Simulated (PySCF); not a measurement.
Ru(CO)3 (C3O3Ru), SMILES [C-](#[O+])->[Ru](<-[C-]#[O+])<-[C-]#[O+], multiplicity 1.

Coordinates come from a PBE0-D3(BJ)/def2-SVP optimisation. The multiplicity is an assumed one; other spin states were not compared. The def2 effective core potentials stand for the cores of Ru; spin–orbit coupling is left out.

Two levels are set side by side: PBE/def2-TZVP (PySCF) and M06-2X/def2-TZVP (PySCF). Same geometry, gas phase. Differences are taken from unrounded values.

```json
[
 {"quantity": "orbital gap (eV)", "PBE": "1.35"},
 {"quantity": "highest occupied level (eV)", "PBE": "-5.44"},
 {"quantity": "lowest empty level (eV)", "PBE": "-4.09"},
 {"quantity": "dipole moment (D)", "PBE": "2.43"},
 {"quantity": "mean polarisability (bohr³)", "PBE": "83.8"}
]
```

Question: These are the PBE values. What does M06-2X give? (An estimate is asked for; the answer gives what the named calculation found.)

Answer: 
```json
[
 {"quantity": "orbital gap (eV)", "M06-2X": "5.55", "PBE minus M06-2X": "-4.20"},
 {"quantity": "highest occupied level (eV)", "M06-2X": "-7.77", "PBE minus M06-2X": "2.33"},
 {"quantity": "lowest empty level (eV)", "M06-2X": "-2.22", "PBE minus M06-2X": "-1.87"},
 {"quantity": "dipole moment (D)", "M06-2X": "2.69", "PBE minus M06-2X": "-0.26"},
 {"quantity": "mean polarisability (bohr³)", "M06-2X": "79.8", "PBE minus M06-2X": "4.1"}
]
```

Without exact exchange PBE keeps part of each electron's self-repulsion, which lifts occupied levels and narrows the gap. Loosely held outer electrons make PBE densities more polarisable. Differences between two approximate levels are no errors against the true value.

Rough cost on one machine, each run with all the roots and properties that it gave: M06-2X against PBE about 5 times.
